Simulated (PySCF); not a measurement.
**Heteronuclear NMR**

Structure with atom numbers: `[OH:1][c:2]1[cH:3][cH:4][c:5]([F:6])[cH:7][cH:8]1`; H(Xn) means a hydrogen on atom n.

[PySCF 2.14: coordinates at the PBE0-D3(BJ)/def2-SVP level; NMR shieldings at PBE0/pcSseg-1/GIAO; couplings computed with B3LYP/pcJ-1 (spin–dipole term only in couplings to heteroatoms); equivalent nuclei averaged; non-relativistic; no solvent model; one computed conformer]

(1) Where does ¹⁹F resonate?

(2) Where does ¹⁷O resonate?

Answers

(1) 
| atoms | environment | σ (ppm) | δ (ppm) |
| --- | --- | --- | --- |
| F6 | aryl fluorine | 303.1 | -124.8 |

Shieldings were converted by a linear fit to measured shifts: ¹⁹F: δ = 160.63 − 0.942σ +14.9 on sp3 carbon (rms 6.9 ppm, 221 shifts, 7.7 ppm with the 5 outliers that the fit left out vs CFCl3, solution or neat liquid). A few per cent of atoms miss by over 2 rms, more outside the fitted compound classes. Couplings are scaled by factors fitted to measured values: ³J(H,H) × 0.91 (rms 0.4 Hz, 0.5 with 2 outliers), ¹J(C,F) × 0.77 (rms 7.3 Hz), ²J(C,F) × 1.09 (rms 1.9 Hz, 5.0 with 1 outliers), ³J(C,F) × 1.48 (rms 1.3 Hz); all others are unscaled and can be 10–30 % off.

Couplings (the largest are listed; each averaged over equivalent pairs): ¹J(C5,F6) = -236.8 Hz, ²J(C4,F6) = 22.9 Hz, ³J(F6,H(C4)) = 8.1 Hz, ³J(C3,F6) = 6.8 Hz.

On a 300 MHz spectrometer ¹⁹F resonates near 282.3 MHz, so 1 ppm is 282.3 Hz.

(2) 
| atoms | environment | σ (ppm) | δ (ppm) |
| --- | --- | --- | --- |
| O1 | phenol-type oxygen | 216.0 | 71.4 |

Shieldings were converted by a linear fit to measured shifts: ¹⁷O (scatter 13.4 ppm rms, 14.2 ppm with the 1 outlier that the fit left out vs liquid water, solution or neat liquid). A few per cent of atoms miss by over 2 rms, more outside the fitted compound classes. Couplings are scaled by factors fitted to measured values: ³J(H,H) × 0.91 (rms 0.4 Hz, 0.5 with 2 outliers), ¹J(C,F) × 0.77 (rms 7.3 Hz), ²J(C,F) × 1.09 (rms 1.9 Hz, 5.0 with 1 outliers), ³J(C,F) × 1.48 (rms 1.3 Hz); all others are unscaled and can be 10–30 % off.

Couplings (the largest are listed; each averaged over equivalent pairs; quadrupolar broadening usually hides them): ¹J(O1,C2) = 20.8 Hz, ²J(O1,C3) = -5.4 Hz, ³J(O1,H(C3)) = -1.9 Hz, ³J(O1,C4) = -1.7 Hz.

On a 500 MHz spectrometer ¹⁷O resonates near 67.8 MHz, so 1 ppm is 67.8 Hz.
